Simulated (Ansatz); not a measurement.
Reaction (SMILES): [SiH3][PH] (SiH3-PH) → [SiH3][PH-] (an electron is taken up)
B3LYP-D3(BJ)/def2-TZVP geometries, fixed; electronic energies without zero-point terms; positive where energy is released.

Basis-set convergence of the adiabatic electron affinity at PBE with Ansatz (an electronic-structure program). All functions are spherical. The program fits the integrals of some runs and decomposes those of others, by size. Open shells are unrestricted. No added dispersion term, no relativity. Functions are those of the species that has most. Reference: the value in aug-pcseg-3, 1.836 eV, itself unsure by roughly 0.011 eV (its mean distance from aug-cc-pV(Q+d)Z, def2-QZVPPD). Deviations are taken from unrounded values.

```
basis        functions  adiabatic electron affinity (eV)  minus reference (eV)
-----------  ---------  --------------------------------  --------------------
def2-SV(P)          44                             1.429                -0.407
def2-SVP            56                             1.419                -0.417
def2-SVPD           80                             1.662                -0.174
def2-TZVP           98                             1.680                -0.156
def2-TZVPD         122                             1.784                -0.051
def2-TZVPP         140                             1.685                -0.151
def2-TZVPPD        164                             1.786                -0.049
def2-QZVPP         260                             1.774                -0.062
def2-QZVPPD        284                             1.818                -0.018
```

The smallest set listed that lies within 0.1 eV of the reference with all its larger relatives (same family, alike in diffuse functions; a set with none counts only in the reference's own line) is def2-TZVPD (122 functions, -0.051 eV off). Inside, with no larger relative to test it: def2-QZVPP.
